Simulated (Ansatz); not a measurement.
C3H6Cl (SMILES [CH2]CCCl), doublet, geometry from GFN2-xTB, atoms displaced at random by about 0.05 Å a coordinate; PBE0/3-21G (Ansatz, a program for electronic structure).

Here is a job for Ansatz.
Ansatz 0.2 input:
```yaml
crystal:
  periodic: [false, false, false]
  atoms:
    - {symbol: C, position_ang: [0.97423416, -0.61878446, 0.08178319]}
    - {symbol: C, position_ang: [2.50407024, -0.13744240, 0.07542126]}
    - {symbol: C, position_ang: [-0.01540881, 0.57468369, -0.07865078]}
    - {symbol: H, position_ang: [0.83573906, -1.18235764, 0.91713103]}
    - {symbol: H, position_ang: [0.85722583, -1.26021789, -0.79829712]}
    - {symbol: Cl, position_ang: [-1.69080175, 0.17158799, -0.07288000]}
    - {symbol: H, position_ang: [2.80719248, 0.12246439, -0.97995086]}
    - {symbol: H, position_ang: [2.94128729, 0.18775313, 0.87854072]}
    - {symbol: H, position_ang: [0.15396157, 1.26396056, 0.91189889]}
    - {symbol: H, position_ang: [0.27459605, 1.17483117, -0.83497040]}
basis:
  gaussian:
    orbitals: 3-21G.json
hamiltonian:
  xc: pbe0
magnetization: {spin_polarized: true, initial_magnetization: 1}
relax: {max_displacement: 0.5}
```
The basis file holds 3-21G in the JSON format of the Basis Set Exchange.

What the program printed (banner, timings and long lists left out):

```
Functional definition: PBE0
706 factors; integrals over basis functions are off by at most 7.3e-4 eV
mean field evaluation 1: about -15640.6773 eV, gradient 2.1e1 eV
mean field evaluation 2: about -15641.0946 eV, gradient 1.8e1 eV
mean field evaluation 4: about -15642.7694 eV, gradient 7.5e-1 eV
mean field evaluation 8: about -15642.8165 eV, gradient 1.6e-2 eV
mean field evaluation 16: about -15642.8165 eV, gradient 3.0e-5 eV
mean field -15642.81652977 eV, -574.8629043872 hartree, gradient 3.0e-5 eV, S^2 0.754327; 0 other end points of the search recorded, 0 dependent functions left out
the calculation of the forces begins
reference -15642.81654924 eV, -574.8629051027 hartree; 21, 20 occupied and 31, 32 virtual orbitals, 706 factors
relax step   1: F+E_penalty+E_count = -15642.81652977 eV  Δ(F+E_penalty+E_count) = +0.000e0 eV  max|allowed force component| = 6.622e0 eV/Å  Δτ_max = 0.0000 Å  (27 SCF iters, accepted)
these checks for a lower state are left out or cut short: starts, cluster_reference, orbital_swaps, neighbouring_geometries, increment
706 factors; integrals over basis functions are off by at most 8.8e-4 eV
mean field -15643.98094026 eV, -574.9056956834 hartree, gradient 8.2e-6 eV, S^2 0.754603; 0 other end points of the search recorded, 0 dependent functions left out
the calculation of the forces begins
reference -15643.98096040 eV, -574.9056964236 hartree; 21, 20 occupied and 31, 32 virtual orbitals, 706 factors
relax step   2: F+E_penalty+E_count = -15643.98094026 eV  Δ(F+E_penalty+E_count) = -1.164e0 eV  max|allowed force component| = 2.179e0 eV/Å  Δτ_max = 0.1205 Å  (30 SCF iters, accepted)
these checks for a lower state are left out or cut short: starts, cluster_reference, orbital_swaps, neighbouring_geometries, increment
706 factors; integrals over basis functions are off by at most 8.6e-4 eV
mean field -15643.93335534 eV, -574.9039469699 hartree, gradient 2.2e-5 eV, S^2 0.754069; 0 other end points of the search recorded, 0 dependent functions left out
the calculation of the forces begins
reference -15643.93337519 eV, -574.9039476993 hartree; 21, 20 occupied and 31, 32 virtual orbitals, 706 factors
relax step   3: F+E_penalty+E_count = -15643.93335534 eV  Δ(F+E_penalty+E_count) = +4.758e-2 eV  max|allowed force component| = 2.680e0 eV/Å  Δτ_max = 0.0837 Å  (30 SCF iters, rejected (line search))
these checks for a lower state are left out or cut short: starts, cluster_reference, orbital_swaps, neighbouring_geometries, increment
706 factors; integrals over basis functions are off by at most 8.9e-4 eV
mean field evaluation 32: about -15644.1385 eV, gradient 8.2e-2 eV
mean field -15644.18410463 eV, -574.9131618363 hartree, gradient 9.1e-6 eV, S^2 0.754445; 0 other end points of the search recorded, 0 dependent functions left out
the calculation of the forces begins
reference -15644.18412480 eV, -574.9131625776 hartree; 21, 20 occupied and 31, 32 virtual orbitals, 706 factors
relax step   4: F+E_penalty+E_count = -15644.18410463 eV  Δ(F+E_penalty+E_count) = -2.032e-1 eV  max|allowed force component| = 6.979e-1 eV/Å  Δτ_max = 0.0405 Å  (31 SCF iters, accepted)
these checks for a lower state are left out or cut short: starts, cluster_reference, orbital_swaps, neighbouring_geometries, increment
706 factors; integrals over basis functions are off by at most 8.9e-4 eV
mean field -15644.20285886 eV, -574.9138510415 hartree, gradient 1.5e-5 eV, S^2 0.754417; 0 other end points of the search recorded, 0 dependent functions left out
the calculation of the forces begins
reference -15644.20287907 eV, -574.9138517841 hartree; 21, 20 occupied and 31, 32 virtual orbitals, 706 factors
relax step   5: F+E_penalty+E_count = -15644.20285886 eV  Δ(F+E_penalty+E_count) = -1.875e-2 eV  max|allowed force component| = 1.350e-1 eV/Å  Δτ_max = 0.0470 Å  (30 SCF iters, accepted)
these checks for a lower state are left out or cut short: starts, cluster_reference, orbital_swaps, neighbouring_geometries, increment
706 factors; integrals over basis functions are off by at most 9.0e-4 eV
mean field -15644.20497900 eV, -574.9139289553 hartree, gradient 1.5e-5 eV, S^2 0.754426; 0 other end points of the search recorded, 0 dependent functions left out
the calculation of the forces begins
reference -15644.20499924 eV, -574.9139296991 hartree; 21, 20 occupied and 31, 32 virtual orbitals, 706 factors
relax step   6: F+E_penalty+E_count = -15644.20497900 eV  Δ(F+E_penalty+E_count) = -2.120e-3 eV  max|allowed force component| = 4.297e-2 eV/Å  Δτ_max = 0.0541 Å  (30 SCF iters, accepted)
these checks for a lower state are left out or cut short: starts, cluster_reference, orbital_swaps, neighbouring_geometries, increment
706 factors; integrals over basis functions are off by at most 9.0e-4 eV
mean field -15644.20437463 eV, -574.9139067451 hartree, gradient 2.0e-5 eV, S^2 0.754433; 0 other end points of the search recorded, 0 dependent functions left out
the calculation of the forces begins
reference -15644.20439487 eV, -574.9139074889 hartree; 21, 20 occupied and 31, 32 virtual orbitals, 706 factors
relax step   7: F+E_penalty+E_count = -15644.20437463 eV  Δ(F+E_penalty+E_count) = +6.044e-4 eV  max|allowed force component| = 1.049e-1 eV/Å  Δτ_max = 0.0167 Å  (25 SCF iters, rejected (line search))
these checks for a lower state are left out or cut short: starts, cluster_reference, orbital_swaps, neighbouring_geometries, increment
706 factors; integrals over basis functions are off by at most 9.0e-4 eV
mean field -15644.20520019 eV, -574.9139370839 hartree, gradient 1.4e-5 eV, S^2 0.754430; 0 other end points of the search recorded, 0 dependent functions left out
the calculation of the forces begins
reference -15644.20522044 eV, -574.9139378279 hartree; 21, 20 occupied and 31, 32 virtual orbitals, 706 factors
relax step   8: F+E_penalty+E_count = -15644.20520019 eV  Δ(F+E_penalty+E_count) = -2.212e-4 eV  max|allowed force component| = 6.157e-3 eV/Å  Δτ_max = 0.0082 Å  (24 SCF iters, accepted)
706 factors; integrals over basis functions are off by at most 9.0e-4 eV
mean field evaluation 64: about -15644.1609 eV, gradient 9.6e-2 eV
mean field -15644.20520019 eV, -574.9139370839 hartree, gradient 1.4e-5 eV, S^2 0.754430; 1 other end points of the search recorded, 0 dependent functions left out
the calculation of the forces begins
reference -15644.20522044 eV, -574.9139378279 hartree; 21, 20 occupied and 31, 32 virtual orbitals, 706 factors
Total energy: -15644.20522044 eV, -574.9139378279 hartree
Atom 0 at     1.011777    -0.588241     0.031789 Å, force    -0.006157     0.001635    -0.000091 eV/Å
Atom 1 at     2.431461    -0.115439     0.017840 Å, force     0.005520     0.001456    -0.001559 eV/Å
Atom 2 at     0.083695     0.629105    -0.012610 Å, force     0.003669     0.000090    -0.000607 eV/Å
Atom 3 at     0.792356    -1.161344     0.939765 Å, force     0.000556    -0.000172     0.000496 eV/Å
Atom 4 at     0.795427    -1.222440    -0.835830 Å, force     0.000391     0.000746    -0.000108 eV/Å
Atom 5 at    -1.718948     0.050833     0.002956 Å, force     0.000291    -0.000590    -0.000467 eV/Å
Atom 6 at     2.927103     0.106780    -0.921031 Å, force    -0.000501    -0.002276     0.001289 eV/Å
Atom 7 at     2.939903     0.128906     0.944093 Å, force    -0.001230     0.000370    -0.000394 eV/Å
Atom 8 at     0.187471     1.265485     0.865821 Å, force    -0.000928    -0.000951    -0.000302 eV/Å
Atom 9 at     0.191851     1.202833    -0.932767 Å, force    -0.001610    -0.000308     0.001742 eV/Å
Dipole moment:     0.566859     0.137868    -0.002688 e Å
```
